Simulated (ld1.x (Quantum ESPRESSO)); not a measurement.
## Which change was made? (Sr, TM)

| Quantity | Value |
| --- | --- |
| Element | Sr |
| Generator | ld1.x (Quantum ESPRESSO) 7.5 |
| Type | norm-conserving Troullier–Martins (Kleinman–Bylander form) |
| Functional | LDA (PZ) |
| Relativity | scalar-relativistic |
| Frozen core | [Kr] |
| Valence charge | 2 |
| Reference configuration | 4d0 5s2 5p0 |
| Partial waves | 5s (bound): rc 3.80 bohr; 4d (bound, empty): rc 2.25 bohr; 5p (bound, empty): rc 3.35 bohr |
| Local potential | the p channel |
| Core correction | a·sin(br)/r model core, default radius (core density twice the valence density) |

Cutoffs, loose and tight: the cutoffs (Ry, on a coarse ladder) from which the occupation-weighted sum of valence levels, in a spherical-Bessel basis at the reference potential, stays within 10 and 1 mRy of its value at 400 Ry. They do not see the model core or the augmentation charge, which bear on the density cutoff. Test errors are all-electron minus pseudo excitation energies from the reference, over the configurations 4d0 5s1 5p0; 4d0 5s1.5 5p0; 4d0 5s1 5p1; 4d0 5s0 5p2; 4d0.5 5s1.5 5p0; 4d0 5s0 5p1; 4d1 5s0 5p0 (two spin-polarised tests are not counted in the largest error); variants that change the core or the reference have their own tests. The largest error is taken over the tests solved by every variant that gives reliable tests at all, those not shown here included: 4d0 5s1.5 5p0; 4d0.5 5s1.5 5p0; 4d1 5s0 5p0.

The base gives: outcome: generated; cutoff, loose: 6 Ry; cutoff, tight: 8 Ry; bound ghosts: s; largest test error (meV): -28.

(1) After one change the result is: outcome: generated; cutoff, loose: 70 Ry; cutoff, tight: 120 Ry; bound ghosts: none; largest test error (meV): -59. Which change was it?
A. local potential all-electron potential smoothed inside 2.15 bohr (lloc = -1)
B. core [Ar] 3d10, valence charge 10; reference 4s2 4p6 4d0 5s2 5p0; waves now 4s (bound): rc 1.30 bohr; 4d (bound): rc 2.75 bohr; 4p (bound): rc 1.80 bohr; core correction none
C. functional BLYP

Results:

(1) B. The others give: functional BLYP → outcome: generated; cutoff, loose: 6 Ry; cutoff, tight: 8 Ry; bound ghosts: s; largest test error (meV): -16 | local potential all-electron potential smoothed inside 2.15 bohr (lloc = -1) → outcome: generated; cutoff, loose: 6 Ry; cutoff, tight: 8 Ry; bound ghosts: s, p; largest test error (meV): -28.
